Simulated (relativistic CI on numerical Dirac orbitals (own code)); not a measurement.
## Hyperfine structure of Mn XVII, mass number 53

Calculated at this level of theory: Dirac-Coulomb-Breit CI, KLI orbitals optimised for each configuration, model QED (radiative potential, 1s self-energy scaled to tabulated hydrogen-like ionisation energies), unscaled Slater integrals (own radial code, finite nucleus).

CI space (outside the closed core 1s2): 2s2 2p5, 2s 2p6, 2p6 3s, 2s2 2p4 3s, 2p6 3p, 2p6 3d, 2s2 2p4 3p, 2s2 2p4 3d, 2s 2p5 3s, 2s 2p5 3p, 2s 2p5 3d, 2s2 2p4 4s, 2s2 2p4 4p, 2s2 2p4 4d, 2s2 2p4 4f, 2s 2p5 4s. Levels of other configurations are missing.

Nuclear spin I = 7/2, μ = 5.033 μN, Q = 0.17 b (tables of Stone and Pyykkö). The electronic factors are computed for point nuclear moments, without core polarisation or the Bohr-Weisskopf and QED corrections.

| Level | E (Ry) | A (GHz) | B (GHz) |
| --- | --- | --- | --- |
| 2s2 2p5 2P°_3/2 | 0.0000 | 32.98 | -7 |
| 2s2 2p5 2P°_1/2 | 0.7793 | 168.3 |  |
| 2s 2p6 2S_1/2 | 9.2247 | 561.8 |  |
| 2s2 2p4 3s 4P_5/2 | 51.1447 | 53.52 | 5.93 |
| 2s2 2p4 3s 2P_3/2 | 51.3872 | 9.821 | 0.808 |
| 2s2 2p4 3s 4P_1/2 | 51.7650 | 68.05 |  |
| 2s2 2p4 3s 4P_3/2 | 51.8923 | 44.22 | -1.08 |
| 2s2 2p4 3s 2P_1/2 | 52.1271 | 19.05 |  |

Levels with J = 0, under 50 % of one LS term, or S terms without an open s electron are left out. Small factors come from cancelling terms and can be off by tens of per cent or more.

At this charge energies of transitions that change n are usually good to better than 1 %, and those within a shell (Δn = 0) to a few per cent.

Give the hyperfine levels of 2s2 2p5 2P°_1/2 relative to its centre of gravity.

With K = F(F + 1) − I(I + 1) − J(J + 1), E = AK/2: F = 3: -378.7, F = 4: 294.5 GHz.

LS names give the leading component of a level, which can be under half, so a name can repeat, a term be missing and a line seem to break the LS rules.
